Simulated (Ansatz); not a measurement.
One geometry of CH6OSSi, SMILES `OC[SiH2]S`, several functionals.

```yaml
crystal:
  periodic: [false, false, false]
  atoms:
    - {symbol: O, position_ang: [-0.745825, 0.787514, -1.172198]}
    - {symbol: C, position_ang: [-0.581088, 0.721611, 0.236327]}
    - {symbol: Si, position_ang: [0.294810, -0.903398, 0.621628]}
    - {symbol: S, position_ang: [2.163714, -0.972305, -0.405569]}
    - {symbol: H, position_ang: [-1.147597, 1.628615, -1.401639]}
    - {symbol: H, position_ang: [0.025742, 1.553961, 0.617142]}
    - {symbol: H, position_ang: [-1.547206, 0.746148, 0.761495]}
    - {symbol: H, position_ang: [-0.586639, -2.037138, 0.241036]}
    - {symbol: H, position_ang: [0.608362, -0.982053, 2.071465]}
    - {symbol: H, position_ang: [1.598730, -0.594154, -1.566789]}
basis:
  gaussian: {orbitals: def2-TZVPP}
hamiltonian: {xc: {name: B3LYP}, dispersion: d4}
output: {forces: true, orbitals: {seedname: orbitals}}
```

```sh
$ ansatz run in.yaml --threads 4 --pin off --events-out ev --progress --plain
```

It prints (some lines left out):

```
Functional definition: B3LYP
1272 factors; their error is unknown
mean field evaluation 1: about -21892.4542 eV, gradient 5.5e1 eV
mean field evaluation 2: about -21885.0989 eV, gradient 8.3e1 eV
mean field evaluation 4: about -21898.4700 eV, gradient 4.3e0 eV
mean field evaluation 8: about -21898.5083 eV, gradient 5.5e-2 eV
mean field evaluation 16: about -21898.5224 eV, gradient 1.1e-4 eV
mean field -21898.52236550 eV, -804.7558535806 hartree, gradient 3.2e-5 eV, S^2 0.000000; 0 other end points of the search recorded, 0 dependent functions left out
reference -21898.52263399 eV, -804.7558634472 hartree; 25, 25 occupied and 205, 205 virtual orbitals, 1272 factors
Total energy: -21898.86486840 eV, -804.7684403299 hartree
Atom 0 at    -0.745825     0.787514    -1.172198 Å, force    -0.058138     0.063652    -0.302212 eV/Å
Atom 1 at    -0.581088     0.721611     0.236327 Å, force     0.016714     0.015035     0.416773 eV/Å
Atom 2 at     0.294810    -0.903398     0.621628 Å, force    -0.132287    -0.152964     0.184563 eV/Å
Atom 3 at     2.163714    -0.972305    -0.405569 Å, force     0.127231     0.002094    -0.107325 eV/Å
Atom 4 at    -1.147597     1.628615    -1.401639 Å, force    -0.014257     0.012471    -0.066120 eV/Å
Atom 5 at     0.025742     1.553961     0.617142 Å, force    -0.050363    -0.030263    -0.026869 eV/Å
Atom 6 at    -1.547206     0.746148     0.761495 Å, force     0.046337     0.021725    -0.034097 eV/Å
Atom 7 at    -0.586639    -2.037138     0.241036 Å, force     0.048256     0.074420     0.030794 eV/Å
Atom 8 at     0.608362    -0.982053     2.071465 Å, force    -0.027012     0.003496    -0.088199 eV/Å
Atom 9 at     1.598730    -0.594154    -1.566789 Å, force     0.043518    -0.009667    -0.007307 eV/Å
Dipole moment:    -0.352904     0.402886     0.076729 e Å
```

Run time 3.2 s (4 threads of a server CPU on a shared host); peak host memory 0.61 GiB.

With the line `hamiltonian: {xc: {name: wB97X-V}}` and no forces (abridged; 5.5 s):

```
Functional definition: wB97X-V
mean field evaluation 16: about -21893.4719 eV, gradient 4.9e-5 eV
mean field -21893.47194454 eV, -804.5702540335 hartree, gradient 4.9e-5 eV, S^2 0.000000
Total energy: -21893.47194253 eV, -804.5702539596 hartree
```

The same input with `hamiltonian: {xc: {name: r2SCANh}, dispersion: d4}` and no forces (abridged; 3.7 s):

```
Functional definition: r2SCANh
mean field evaluation 16: about -21893.8914 eV, gradient 6.7e-5 eV
mean field -21893.89143099 eV, -804.5856698761 hartree, gradient 8.9e-6 eV, S^2 0.000000
Total energy: -21893.94606368 eV, -804.5876775905 hartree
```

The same input with `hamiltonian: {xc: {name: LC-wPBE}}` and no forces (abridged; 1.8 s):

```
Functional definition: LC-wPBE
mean field evaluation 16: about -21890.0050 eV, gradient 7.9e-5 eV
mean field -21890.00500040 eV, -804.4428461863 hartree, gradient 7.9e-5 eV, S^2 0.000000
Total energy: -21890.00500041 eV, -804.4428461866 hartree
```

With the line `hamiltonian: {xc: {name: B2PLYP}}` and no forces (abridged; 3.7 s):

```
Functional definition: B2PLYP
mean field evaluation 16: about -21881.7308 eV, gradient 7.3e-5 eV
mean field -21881.73083082 eV, -804.1387760628 hartree, gradient 6.9e-6 eV, S^2 0.000000
12 core orbitals not correlated: weight in the atoms' cores, before any rotation towards them, 1.000 or more for the frozen orbitals, at most 0.000 for the correlated occupied ones
second order -23.75942888 eV of doubles, -0.00000000 eV of singles
Total energy: -21888.14604537 eV, -804.3745308491 hartree
```

Changing it to `hamiltonian: {xc: pbe0, dispersion: d4}` and no forces (abridged; 2.2 s):

```
Functional definition: PBE0
mean field evaluation 16: about -21886.6739 eV, gradient 3.3e-5 eV
mean field -21886.67394014 eV, -804.3204319797 hartree, gradient 3.3e-5 eV, S^2 0.000000
Total energy: -21886.85305304 eV, -804.3270142574 hartree
```

B3LYP takes the VWN-RPA correlation (the form of Gaussian; ORCA's B3LYP/G).
